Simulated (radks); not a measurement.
Task: Numerical settings for the vanadium ion V2+, [Ar] 3d3. All-electron calculation, non-relativistic Kohn-Sham, PBE, spin-polarised, spherical densities, point nucleus; open shells are filled with parallel spins first. Program: a radial shooting solver on a logarithmic mesh with Libxc functionals. The defaults (mesh step 0.008 in ln r, mesh end at 40 bohr or more with all orbitals vanishing there, Anderson mixing 0.5 over 9 steps, residual threshold near 1e-9 with the energy settled to 1e-9 hartree or 1e-11 of itself, here a cap of 93 iterations) give E = -942.8555 hartree and 3d at -22.481 eV in 15 iterations. Run on one thread of a shared host, so times are rough (Arm Neoverse V1): 0.13 s of CPU time, 0.13 s wall, 15 iterations on 2476 mesh points. One setting is changed at a time: mesh step in ln r 0.08; mesh step in ln r 0.005; mesh step in ln r 0.02; mesh end (bohr) 400; mesh end (bohr) 1; residual threshold 0.01; residual threshold 0.1; mixing 0.2; linear mixing, mixing 0.2; linear mixing, mixing 0.5; mixing history 20; iteration cap 8. Which runs fail to converge, and which converge to a wrong energy?

Result: Not converged within the cap: mesh step in ln r 0.08; iteration cap 8. Settled on a wrong energy, with an occupied level pushed above zero by the early mesh end: mesh end (bohr) 1 (+65.9 hartree). Apart from these: no run marked as converged misses the energy by more than 1 mhartree.
